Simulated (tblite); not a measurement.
Species: BrCl2ISi.
InChI=1S/BrCl2ISi/c1-5(2,3)4

Method: GFN2-xTB as coded in tblite; computed harmonic values from a numerical Hessian at the method's own geometry, unscaled. This tight-binding method is rough: wavenumbers can miss measured ones by several per cent, in bad cases by 10 to 20.

Harmonic wavenumbers (cm⁻¹): 83.8, 94.1, 135.5, 142.2, 144.8, 300.6, 460.1, 520.9, 542.1.

A = 971.6, B = 556.1, C = 484.2 MHz; mass 303.737 u (most abundant isotopes); point group Cs, symmetry number 1.

Q: What is the zero-point energy?

A: ½Σν̃ = 1212 cm⁻¹ = 3.47 kcal/mol.

Q: Give the ideal-gas entropy at 350 K and 1 bar in the rigid-rotor, harmonic-oscillator model (classical rotation).

A: Translation 43.85, rotation 31.96, vibration 21.56: S = 97.4 cal/(mol K).

Q: And Cp and H(350 K) − H(0)?

A: Cp = 23.63 cal/(mol K), of which vibrations give 15.68 (their classical limit is 9 R = 17.9); H(350 K) − H(0) = 6.45 kcal/mol without the zero-point energy, 3.66 from vibrations.

Q: Which modes carry the vibrational entropy at 350 K?

A: 83.8 cm⁻¹: 4.11; 94.1 cm⁻¹: 3.89; 135.5 cm⁻¹: 3.18; 142.2 cm⁻¹: 3.08; 144.8 cm⁻¹: 3.05; 300.6 cm⁻¹: 1.69 cal/(mol K); the other 3 give 2.57 together.

Q: How do the functions run with temperature in this model?

A: 
```csv
T (K),S (cal/(mol K)),Cp (cal/(mol K)),H − H(0) (kcal/mol),G − H(0) (kcal/mol),ln q(vib)
50,62.1,12.1,0.46,-2.64,0.22
100,72.0,16.4,1.19,-6.01,1.10
298.15,93.6,23.0,5.24,-22.68,4.77
373.15,98.9,23.9,7.00,-29.91,5.93
500,106.0,24.7,10.08,-42.92,7.62
750,116.1,25.3,16.33,-70.77,10.29
1000,123.5,25.5,22.69,-100.77,12.36
```

q(vib) and H(0) count from the zero-point level.

Q: Blend soft modes into free rotors: weight 1/[1 + (100 cm⁻¹/ν̃)⁴] for the oscillator and the rest for a rotor with moment μB/(μ + B), μ = h/(8π²ν), B = 10⁻⁴⁴ kg m². What vibrational entropy results?

A: 20.23 cal/(mol K) in place of 21.56, which changes −T·S at 350 K by +0.47 kcal/mol.

Hindered rotation and anharmonicity are outside this model.
